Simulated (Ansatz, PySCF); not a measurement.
Potential energy curve for GeB (cation, charge +1), lowest triplet found (which spin is the ground state isn't settled by this scan).

UCCSD(T) = CCSD(T) on UHF/aug-cc-pVDZ, cores with 3d frozen (Ansatz, a program for electronic structure); UKS-PBE = Ansatz with unrestricted PBE/aug-cc-pVDZ; UKS-B3LYP/6-31G* = unrestricted B3LYP/6-31G*, spherical d (PySCF).

Energies are in kJ/mol, each relative to the lowest point of its own curve between 2.07 and 2.55 Å, where full CI is lowest.

```
R / Å  UCCSD(T)  UKS-PBE  UKS-B3LYP/6-31G*
-----  --------  -------  ----------------
2.07       12.0      8.9               8.9
2.14          ?      2.5                 ?
2.22        0.0      0.0               0.0
2.29        0.3      1.4               1.5
2.44          ?     11.4              11.0
2.55          ?     22.1              20.8
2.78       36.2     46.7              43.2
3.00       55.5     68.9              63.2
3.29       79.3     93.6              85.2
3.59      101.5    113.2             103.1
4.02      128.8    132.2             121.8
4.48      152.0    143.5             134.8
5.07          ?    149.5             143.5
5.98          ?    149.4             146.4
6.92      190.1    145.0             143.8
```

Problem. Fill in the missing entries.

Solution. 
- 2.14, UCCSD(T): 3.7
- 2.14, UKS-B3LYP/6-31G*: 2.2
- 2.44, UCCSD(T): 7.7
- 2.55, UCCSD(T): 16.1
- 5.07, UCCSD(T): 172.0
- 5.98, UCCSD(T): 185.6

The scan ran from 1.47 to 6.92 Å; beyond the distances shown full CI changes its symmetry label.
